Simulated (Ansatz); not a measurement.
Job for Ansatz (a quantum-chemistry and plane-wave program): R-BLYP/def2-TZVPPD on BH3 (SMILES B) with ghost functions. Files ending in .json are basis or fitting sets from the Basis Set Exchange.

Ansatz 0.2 input:
```yaml
crystal:
  periodic: [false, false, false]
  atoms:
    - {symbol: B, position_ang: [0.21063250, 0.24930107, 0.78962312]}
    - {symbol: H, position_ang: [0.61722313, -0.76718016, 0.28698297]}
    - {symbol: H, position_ang: [-0.85291573, 0.63723910, 0.39399765]}
    - {symbol: H, position_ang: [1.03722783, 1.09088237, 1.00556400]}
basis:
  gaussian:
    orbitals: def2-TZVPPD.json
    ghost_atoms:
      - {symbol: O, position_ang: [-0.19007776, -0.24781612, 2.39681354]}
      - {symbol: H, position_ang: [-0.84490733, -0.95700487, 2.35264028]}
      - {symbol: H, position_ang: [0.59934588, -0.61042386, 2.81993076]}
hamiltonian:
  xc: {name: BLYP}
scf: {lower_state_search: off}
```

The head of its log:

```
WARN ansatz: RAYON_NUM_THREADS=1 ignored (pool sized by the plan → 1); use --threads N
Functional definition: BLYP
these checks for a lower state are left out or cut short: stability, starts, cluster_reference, orbital_swaps, neighbouring_geometries, increment
integrals: 0.04 GiB planned
628 factors; their error is unknown
mean field: 0.47 GiB planned
mean field evaluation 1: about -721.4171 eV, gradient 2.2e1 eV
mean field evaluation 2: about -721.8761 eV, gradient 1.9e1 eV
```

Q: What total energy does the run end on?

A: -26.5791 hartree.
